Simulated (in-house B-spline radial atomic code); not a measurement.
A fraction x of an electron is removed from 5p in Sb, starting from [Kr] 4d10 5s2 5p3 and keeping the highest spin. Computed with a radial B-spline atomic code at the basis-set limit: scalar-relativistic (X2C) PBE0, spin-polarised, spherical fractional occupations, Fermi nucleus of rms radius 4.6802 fm.

Caution: exact exchange at fractional occupations of open shells leaves self-interaction of up to several eV.

```csv
x,E(x) - E(0) (eV),5p up level (eV)
0,0.0000,-6.524
0.05,0.3340,-6.834
0.2,1.4296,-7.777
0.36,2.7558,-8.803
0.47,3.7634,-9.519
0.5,4.0519,-9.716
0.54,4.4459,-9.980
0.67,5.7993,-10.844
0.87,8.1027,-12.195
0.96,9.2279,-12.811
1,9.7458,-13.086
```

The exact functional would give a straight line between the two integer points. Deviations E(x) - E(0) - x[E(1) - E(0)], in eV: -0.153 at x = 0.05, -0.52 at x = 0.2, -0.753 at x = 0.36, -0.817 at x = 0.47, -0.821 at x = 0.5, -0.817 at x = 0.54, -0.73 at x = 0.67, -0.376 at x = 0.87, -0.128 at x = 0.96.

The curve lies below the straight line by up to 0.821 eV (at x = 0.5): convex, the delocalisation error, to which spherically averaged exact exchange adds.

Problem. How well does Slater's transition state (minus the level at half occupation) give the ionisation energy?

Solution. It gives 9.716 eV against 9.746 eV from the two total energies; NIST lists 8.61 eV, ground level to ground level. The end point has an open shell averaged over its orbitals, so its exact exchange keeps a self-interaction and this is no true integer point.
